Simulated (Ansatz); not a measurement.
Input file for Ansatz (an electronic-structure program): U-wB97M-V/def2-TZVPP on O2W (SMILES [O]=[W]=[O]), 2S+1 = 3, a spin state set in the input, which need not be the lowest. Elements past Kr take the def2 small-core potentials; no spin–orbit coupling.

Ansatz 0.2 input:
```yaml
crystal:
  periodic: [false, false, false]
  atoms:
    - {symbol: W, position_ang: [0.36363204, -0.30433598, 0.36683468]}
    - {symbol: O, position_ang: [0.89578749, 0.34905783, -1.12698936]}
    - {symbol: O, position_ang: [-1.29258825, 0.00264974, 0.68983505]}
basis:
  gaussian:
    orbitals: def2-TZVPP
hamiltonian:
  xc: {name: wB97M-V}
magnetization: {spin_polarized: true, initial_magnetization: 2}
```

Output:

```
WARN ansatz: RAYON_NUM_THREADS=1 ignored (pool sized by the plan → 1); use --threads N
Functional definition: wB97M-V
integrals: 0.05 GiB planned
642 factors; their error is unknown
integrals: 0.08 GiB planned
129 factors; integrals over basis functions are off by at most 2.3e-5 eV
mean field: 0.67 GiB planned
mean field evaluation 1: about -5903.4380 eV, gradient 6.3e1 eV
mean field evaluation 2: about -5775.7109 eV, gradient 1.9e2 eV
mean field evaluation 4: about -5917.9734 eV, gradient 3.0e0 eV
mean field evaluation 8: about -5918.0551 eV, gradient 1.5e-1 eV
mean field evaluation 16: about -5918.0651 eV, gradient 5.0e-3 eV
mean field evaluation 32: about -5917.9933 eV, gradient 9.4e-1 eV
mean field -5918.06509514 eV, -217.4848808379 hartree, gradient 7.4e-6 eV, S^2 2.009342; 1 other end points of the search recorded, 0 dependent functions left out
reference -5918.06513540 eV, -217.4848823172 hartree; 16, 14 occupied and 102, 104 virtual orbitals, 642 factors
Total energy: -5918.06513540 eV, -217.4848823172 hartree
```

The run converged.

Cost: around 18 core-seconds (rough).
